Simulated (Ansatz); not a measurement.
Start from `[SiH3][GaH][SH]` and change one atom or group to get `[BH2][GaH][SiH3]`.

Ansatz, PBE0-D4/def2-TZVP geometries, multiplicity 1. Each molecule was computed in one conformer, which needn't be the lowest.

Scalar relativity is left out up to krypton.

| property | `[SiH3][GaH][SH]` |
| --- | --- |
| HOMO energy (PBE/def2-TZVPP) / eV | -6.59 |
| HOMO energy (PBE0/def2-TZVPP) / eV | -7.73 |
| LUMO energy (B3LYP/def2-TZVPP) / eV | -2.05 |
| HOMO–LUMO gap (PBE0/def2-TZVPP) / eV | 5.88 |
| size of the dipole moment (PBE/def2-TZVPP) / D | 1.08 |
| size of the dipole moment (ωB97M-V/def2-TZVPP) / D | 1.24 |

What does the change do to each property? (Estimate.)

Computed: 
```csv
property,`[BH2][GaH][SiH3]`,shift
HOMO energy (PBE/def2-TZVPP) / eV,-6.19,0.40
HOMO energy (PBE0/def2-TZVPP) / eV,-7.21,0.52
LUMO energy (B3LYP/def2-TZVPP) / eV,-2.47,-0.42
HOMO–LUMO gap (PBE0/def2-TZVPP) / eV,4.93,-0.95
size of the dipole moment (PBE/def2-TZVPP) / D,0.44,-0.64
size of the dipole moment (ωB97M-V/def2-TZVPP) / D,0.73,-0.51
```

With PBE0 the HOMO rises by 0.52 eV and the LUMO falls by 0.43 eV, so the gap narrows by about 0.95 eV. PBE moves the HOMO by 0.40 eV and ωB97M-V by 0.57 eV. The zero-point energy changes by 24.6 kJ/mol with +3 modes. Dipoles are sizes alone; their direction can turn.

B3LYP here is the variant with VWN-RPA as its local correlation; programs differ in this.
